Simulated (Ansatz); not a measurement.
Total energies of BH₃InN.

Cartesian coordinates in Å:
```
B -0.041 -0.591 -0.350
N -0.284 0.707 0.055
In 1.078 0.990 1.686
H -0.593 -1.166 -1.249
H -0.981 1.263 -0.418
H 0.822 -1.202 0.276
```

Charge 0, multiplicity 1. Correlated methods include outer-core shells of In, which these sets cover unevenly. In takes the def2 core potential. The bonds changed during the relaxation, so this is another structure than the one it started from. The structure was optimised at the PBE0-D4/def2-TZVP level. Basis def2-TZVPP, Ansatz 0.2.0.

RPA on PBE orbitals: Hartree–Fock energy of these orbitals -270.13776 Eh, correlation -0.90952 Eh (frozen core).

```csv
functional,kind,energy without D4 (Eh),D4 term (kJ/mol)
LDA (SPW92),LDA,-270.55871,–
PBE,GGA,-271.51683,-11.6
revPBE,GGA,-271.65419,-33.5
BLYP,GGA,-271.55987,-25.7
r2SCAN,meta-GGA,-271.64524,-2.4
B97M-V,meta-GGA with VV10,-271.62826,–
PBE0,"global hybrid, 25 % exact exchange",-271.52163,-9.7
B3LYP,"global hybrid, 20 %",-271.70679,-19.2
r2SCANh,"meta-GGA hybrid, 10 %",-271.62723,-2.6
r2SCAN0,"meta-GGA hybrid, 25 %",-271.60108,-3.0
HSE06 (plane-wave form),screened hybrid,-271.51561,-9.1
BHLYP,"global hybrid, 50 %",-271.50381,-16.6
CAM-B3LYP,range-separated hybrid,-271.56290,-10.0
LC-ωPBE,long-range corrected hybrid,-271.58444,–
ωB97X-V,range-separated hybrid GGA with VV10,-271.57587,–
ωB97M-V,range-separated hybrid meta-GGA with VV10,-271.53589,–
B2PLYP,double hybrid,-271.34623,–
PBE-QIDH,double hybrid,-271.30199,–
```

B3LYP takes the VWN-RPA correlation (the form of Gaussian; ORCA's B3LYP/G). HSE06 is the plane-wave form, built on full-range PBE exchange. The double hybrids freeze the cores in their second-order part.

LC-ωPBE has ω = 0.4 bohr⁻¹.
